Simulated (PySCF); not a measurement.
Telling isomers of C7H8NOP apart by NMR

How the numbers were obtained: shieldings: GIAO PBE0/pcSseg-1, structure optimised with GFN2-xTB, in PySCF 2.14 (single conformer, no relativistic terms, one averaged value for each set of equivalent atoms, gas phase).

Shifts are taken against calculated references (same method and geometry level): ¹H (σ = 31.72 ppm) and ¹³C (σ = 186.93 ppm) against TMS. Splittings of carbon signals by F and P are missing where no couplings were computed. Where no couplings were computed, multiplicities follow the n + 1 count of equivalent neighbours, and m marks all less simple cases (inequivalent or close neighbours, rings, F or P nearby). Shifts are as computed. Against solution values, carbons near 30 ppm lie about +3 ppm off and those near 130 ppm about +5 ppm. Of 1313 compounds with measured shifts, 239 miss one by over three times the rms of a fit or turn the order of signals round; such compounds aren't used in these exercises.

(1) Tabulate the signals of `CC(=O)c1cpcc(C)n1`, `CC(=O)c1nc(C)ccp1` and their relative energies.

(2) What is the quickest way to tell CC(=O)c1cpcc(C)n1 from CC(=O)c1nc(C)ccp1?

Results:

(1) 
```tsv
SMILES	carbon types	δC	δH	E rel. (kcal/mol)
CC(=O)c1cpcc(C)n1	3×C 2×CH 2×CH3	206.0, 165.2, 161.2, 155.3, 151.2, 30.5, 29.8	9.85 (m, 1H), 9.13 (m, 1H), 2.94 (s, 3H), 2.93 (s, 3H)	0.0
CC(=O)c1nc(C)ccp1	3×C 2×CH 2×CH3	206.2, 198.1, 178.6, 160.2, 130.4, 29.7, 26.8	9.82 (m, 1H), 7.72 (m, 1H), 2.94 (s, 3H), 2.78 (s, 3H)	2.5
```

Energies are electronic energies at PBE0/pcSseg-1 on these geometries, without zero-point or thermal terms, each for the one conformer computed, which needn't be the lowest.

(2) Both give the same number of carbon signals, with the same numbers of each carbon type, so the positions decide. The first has an aromatic CH at 151.2 ppm, the second an aromatic CH at 130.4 ppm. Their most deshielded carbons lie at 206.0 and 206.2 ppm.
